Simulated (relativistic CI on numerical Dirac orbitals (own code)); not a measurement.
Electric-dipole lines of Re8+

Computed by Dirac-Coulomb-Breit CI, KLI orbitals optimised for each configuration, QED by a radiative potential, unscaled Slater integrals (own radial code, finite nucleus).

CI space (outside the closed core [Kr] 4d10): 4f14 5s2 5p5, 4f13 5s2 5p6, 4f14 5s 5p6, 4f14 5s2 5p4 5d, 4f13 5s2 5p5 5d, 4f14 5s 5p5 5d, 4f14 5s2 5p4 5f, 4f14 5s2 5p4 6s, 4f14 5s2 5p4 5g, 4f13 5s2 5p5 6s, 4f14 5s 5p5 5f, 4f14 5s2 5p4 6p, 4f13 5s2 5p5 6p, 4f14 5s 5p5 5g, 4f14 5p6 5d, 4f13 5s2 5p5 5f, 4f14 5s2 5p3 5d 6p, 4f14 5s2 5p4 6d, 4f13 5s2 5p5 6d, 4f14 5s2 5p3 5d2, 4f14 5s2 5p2 5d3, 4f13 5s2 5p3 5d3, 4f14 5s 5p3 5d3, 4f14 5s2 5p2 5d2 5f, 4f14 5p5 5d2, 4f13 5p6 5d2, 4f14 5p4 5d3, 4f13 5p5 5d3, 4f14 5p4 5d2 5f, 4f14 5s2 5p3 6s2, 4f14 5s2 5p2 5d 6s2, 4f13 5s2 5p3 5d 6s2, 4f14 5s 5p3 5d 6s2, 4f14 5s2 5p2 5f 6s2. Double excitations out of closed p, d and f shells are left out; levels of such configurations are missing from the list, as are those of other unlisted configurations, and high levels can miss mixing partners. These lack a partner that the ground configuration has and come out too high: 4f14 5s2 5p4 6s, 4f14 5s2 5p4 5g, 4f13 5s2 5p5 6s, 4f14 5s 5p5 5f, 4f14 5s2 5p4 6p.

```tsv
λ vac (Å)	Lower	Upper	A (s⁻¹)	E lower (cm⁻¹)	E upper (cm⁻¹)
173.17	4f13 5s2 5p6 2F°_5/2 [3]	4f13 5s2 5p5 6s 2G_7/2 [168]	6.20e+10	90315	667777
174.83	4f13 5s2 5p6 2F°_7/2 [2]	4f13 5s2 5p5 6s 2G_9/2 [154]	6.70e+10	70882	642876
175.58	4f13 5s2 5p6 2F°_5/2 [3]	4f13 5s2 5p5 6s 2F_5/2 [164]	5.23e+10	90315	659854
176.30	4f13 5s2 5p6 2F°_7/2 [2]	4f13 5s2 5p5 6s 2F_7/2 [153]	7.35e+10	70882	638086
176.75	4f14 5s2 5p5 2P°_3/2 [1]	4f14 5s2 5p4 6s 2P_3/2 [125]	1.31e+11	0	565758
178.69	4f14 5s2 5p5 2P°_3/2 [1]	4f14 5s2 5p4 5d 2P_1/2 [118]	3.16e+11	0	559642
181.79	4f14 5s2 5p5 2P°_1/2 [4]	4f13 5s2 5p5 6s 2D_3/2 [157]	2.26e+11	99023	649097
183.00	4f14 5s2 5p5 2P°_1/2 [4]	4f13 5s2 5p5 6s 2D_3/2 [155]	9.71e+10	99023	645483
183.34	4f14 5s2 5p5 2P°_3/2 [1]	4f14 5s2 5p4 5d 2D_5/2 [109]	3.85e+11	0	545434
183.79	4f14 5s2 5p5 2P°_3/2 [1]	4f14 5s2 5p4 5d 2D_3/2 [106]	1.62e+11	0	544087
186.80	4f13 5s2 5p6 2F°_7/2 [2]	4f13 5s2 5p5 5d 2F_7/2 [143]	3.70e+11	70882	606217
187.11	4f13 5s2 5p6 2F°_5/2 [3]	4f13 5s2 5p5 5d 2F_5/2 [148]	3.71e+11	90315	624755
188.50	4f13 5s2 5p6 2F°_5/2 [3]	4f13 5s2 5p5 5d 2G_7/2 [147]	3.79e+11	90315	620830
188.60	4f13 5s2 5p6 2F°_7/2 [2]	4f13 5s2 5p5 5d 2G_9/2 [142]	3.78e+11	70882	601095
188.60	4f13 5s2 5p6 2F°_7/2 [2]	4f13 5s2 5p5 5d 2D_5/2 [141]	3.46e+11	70882	601095
190.99	4f14 5s2 5p5 2P°_3/2 [1]	4f14 5s2 5p4 5d 2P_3/2 [101]	8.11e+10	0	523597
192.19	4f13 5s2 5p6 2F°_5/2 [3]	4f13 5s2 5p5 5d 2D_3/2 [145]	2.78e+11	90315	610621
194.25	4f14 5s2 5p5 2P°_1/2 [4]	4f13 5s2 5p5 5d 2P_1/2 [146]	2.86e+11	99023	613835
203.25	4f14 5s2 5p4 5d 4D_5/2 [7]	4f13 5s2 5p5 6p 2F°_7/2 [385]	4.17e+10	362439	854448
206.66	4f14 5s2 5p4 5d 4D_3/2 [6]	4f14 5s2 5p3 5d2 2F°_5/2 [359]	5.24e+10	361386	845272
226.56	4f14 5s2 5p4 5d 4D_7/2 [8]	4f14 5s2 5p3 5d2 4H°_9/2 [293]	5.12e+10	368300	809694
232.21	4f13 5s2 5p6 2F°_5/2 [3]	4f13 5s2 5p5 5d 4G_5/2 [100]	5.89e+10	90315	520952
232.54	4f13 5s2 5p6 2F°_7/2 [2]	4f13 5s2 5p5 5d 4F_7/2 [95]	5.62e+10	70882	500908
233.63	4f14 5s2 5p4 5d 4D_5/2 [7]	4f14 5s2 5p4 5f 2F°_7/2 [280]	3.98e+10	362439	790457
233.68	4f14 5s2 5p4 5d 2F_7/2 [11]	4f14 5s2 5p3 5d2 4H°_9/2 [293]	3.82e+10	381756	809694
234.15	4f13 5s2 5p6 2F°_7/2 [2]	4f13 5s2 5p5 5d 2G_9/2 [94]	4.17e+10	70882	497958
234.32	4f13 5s2 5p6 2F°_5/2 [3]	4f14 5s2 5p4 5d 2F_7/2 [99]	3.46e+10	90315	517078
235.46	4f13 5s2 5p6 2F°_5/2 [3]	4f14 5s2 5p4 5d 2F_7/2 [98]	2.10e+10	90315	515019
235.56	4f13 5s2 5p6 2F°_7/2 [2]	4f13 5s2 5p5 5d 2D_5/2 [93]	4.52e+10	70882	495406
237.19	4f13 5s2 5p6 2F°_5/2 [3]	4f13 5s2 5p5 5d 2D_3/2 [97]	5.33e+10	90315	511923
239.86	4f14 5s2 5p4 5d 4F_9/2 [10]	4f14 5s2 5p3 5d2 2H°_11/2 [284]	4.55e+10	378985	795893
240.64	4f13 5s2 5p5 5d 4D_7/2 [14]	4f13 5s2 5p5 5f 4P°_5/2 [313]	5.63e+10	413218	828775
241.33	4f13 5s2 5p5 5d 4G_9/2 [19]	4f13 5s2 5p5 5f 4H°_11/2 [322]	5.99e+10	422411	836773
244.35	4f13 5s2 5p5 5d 4H_9/2 [46]	4f13 5s2 5p5 5f 4I°_11/2 [398]	6.96e+10	448503	857747
244.41	4f13 5s2 5p5 5d 4I_13/2 [25]	4f13 5s2 5p5 5f 2K°_15/2 [350]	5.66e+10	432963	842106
244.51	4f13 5s2 5p5 5d 4H_11/2 [24]	4f13 5s2 5p5 5f 2I°_13/2 [338]	5.85e+10	430571	839553
245.64	4f13 5s2 5p5 5d 2H_9/2 [26]	4f13 5s2 5p5 5f 2I°_11/2 [347]	6.20e+10	434460	841568
246.63	4f13 5s2 5p5 5d 4I_13/2 [25]	4f13 5s2 5p5 5f 4I°_15/2 [331]	4.10e+10	432963	838425
247.04	4f13 5s2 5p5 5d 2H_11/2 [44]	4f13 5s2 5p5 5f 4I°_13/2 [371]	5.64e+10	444571	849362
247.82	4f13 5s2 5p5 5d 4I_15/2 [27]	4f13 5s2 5p5 5f 4K°_17/2 [332]	1.01e+11	435336	838851
249.08	4f13 5s2 5p5 5d 4G_11/2 [32]	4f13 5s2 5p5 5f 2I°_13/2 [344]	6.76e+10	439731	841209
250.49	4f13 5s2 5p5 5d 4F_9/2 [37]	4f13 5s2 5p5 5f 4G°_11/2 [337]	5.66e+10	440257	839473
250.86	4f13 5s2 5p5 5d 4G_11/2 [38]	4f13 5s2 5p5 5f 4H°_13/2 [335]	4.57e+10	440527	839150
251.00	4f13 5s2 5p5 5d 4H_13/2 [35]	4f13 5s2 5p5 5f 4I°_15/2 [331]	5.84e+10	440019	838425
255.69	4f13 5s2 5p5 5d 2I_13/2 [59]	4f13 5s2 5p5 5f 4I°_15/2 [372]	6.34e+10	458685	849778
```

Terms are leading LS components. Brackets give the number of a level in order of energy, since labels repeat. The list gives strong lines, with weight on those to low levels, without lines whose two gauges differ by over a factor of 2.5, among the lowest 400 of 10137 levels, so that lines to higher ones, which can be the strongest, are missing. Levels whose partners in the same complex of configurations lie outside the list can be far off, and so can their lines. Rates are taken at the computed energies, electric ones in the length gauge.

At this charge configurations can still be misplaced by up to about 7 % of their energy. Levels and lines within the n = 5 or 6 shells can be off by up to 10 % or somewhat more, and those that change n by about 2 %, since core polarisation is missing. Levels that differ in their count of f electrons can be misplaced by several ten thousand cm⁻¹, since the correlation energy of f electrons is missing or only estimated; rates across such gaps can be off by orders of magnitude.

Problem. From the table, what is the radiative lifetime of 4f14 5s2 5p3 5d2 4H°_9/2?

Solution. The listed rates from this level add up to about 8.94e+10 s⁻¹, 98 % of its decay; with all channels τ = 1.09e-11 s.

LS names give the leading component of a level, which can be under half, so a name can repeat, a term be missing and a line seem to break the LS rules.
